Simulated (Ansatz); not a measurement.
A nudged elastic band was laid between two geometries of CH4Cl2Mg (8 atoms, charge 0, multiplicity 1).

Level of theory: RKS PBE0-D4/def2-SVP in Ansatz.

| Property | Result |
| --- | --- |
| movable images | 5 |
| climbing image | yes |
| spring | 5.0 eV/Å² |
| optimiser | quadratic models (default) |
| start path | through a guess of the saddle point |
| force threshold | 0.05 eV/Å |
| iteration limit | 60 |
| end points | relaxed |

Image 0:

```xyz
8
Properties=species:S:1:pos:R:3
Mg -0.454 -1.014 -0.496
C 0.714 -0.085 0.969
Cl -1.524 -2.490 -1.770
H -0.439 1.962 -0.807
Cl -1.140 1.318 -1.683
H 1.550 0.490 0.530
H 0.125 0.620 1.584
H 1.169 -0.802 1.673
```

Image 6:

```xyz
8
Properties=species:S:1:pos:R:3
Mg -0.840 -0.477 -1.242
C 0.571 0.324 0.843
Cl -0.567 -2.658 -1.075
H 0.024 1.160 0.377
Cl -1.518 1.487 -1.992
H 1.324 -0.105 0.161
H 1.108 0.734 1.710
H -0.101 -0.466 1.217
```

(1) What changes between the two ends?

(2) What energy profile does the band end with?

(3) What is the geometry of the highest image?

The band took 14 iterations and of the order of 7 core-minutes.

Answers

(1) Bonds broken: H4–Cl5. Bonds formed: C2–H4.

(2) The run converged. The highest image is number 2 of 0 to 6, 0.9 kcal/mol above the first end and 48.7 kcal/mol above the last; the last end lies 47.8 kcal/mol below the first. Neighbouring images differ by up to 1.2 eV, so the band resolves the path poorly. A vibrational analysis at the climbing image gives one clearly imaginary mode, 127i cm⁻¹: a first-order saddle point. The orbitals stay closed-shell, which can raise the energy where a bond breaks towards radicals; this wasn't checked here.

```csv
image,path coordinate (Å),energy (kcal/mol),H4–Cl5 (Å),C2–H4 (Å)
0,0.00,0.0,1.29,2.95
1,0.85,0.3,1.29,2.81
2,1.71,0.9,1.33,2.06
3,2.43,-13.6,1.80,1.34
4,3.16,-42.1,2.32,1.11
5,3.89,-47.0,2.64,1.11
6,4.62,-47.8,2.85,1.10
```

(3) 
```xyz
8
Properties=species:S:1:pos:R:3
Mg -0.471 -0.918 -0.682
C 0.676 0.063 0.810
Cl -1.258 -2.618 -1.860
H -0.461 1.353 -0.320
Cl -1.295 1.516 -1.349
H 1.744 0.015 0.531
H 0.504 1.110 1.129
H 0.562 -0.522 1.740
```

Time of the run: 3.7 min on 2 threads of Intel(R) Xeon(R) Platinum 8259CL CPU @ 2.50GHz (Skylake/Cascade Lake) (shared host), peak memory 0.27 GiB.
